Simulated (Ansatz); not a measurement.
AlAsF$_{3}$H$_{3}$ (`[F][Al-]([F])([F])[AsH3+]`). Charge 0, multiplicity 1.

```xyz
8

F     0.839    1.667   -1.473
Al   -0.564    1.064   -0.849
F    -1.324    1.947    0.319
F    -1.503    0.132   -1.836
As    0.431   -0.811    0.647
H     1.923   -0.980    0.700
H     0.047   -2.237    0.368
H     0.150   -0.782    2.123
```

(1) What are the harmonic wavenumbers in cm⁻¹ at PBE0-D4/def2-TZVP (Ansatz, finite differences of forces, unscaled)? (An estimate is asked.)

(2) Is this a minimum?

Answers

(1) Ansatz gave: 67i, 92, 92, 163, 231, 231, 331, 347, 347, 669, 896, 899, 900, 1009, 1009, 2309, 2328, 2328.

(2) No: 1 imaginary mode, so it is a saddle point.
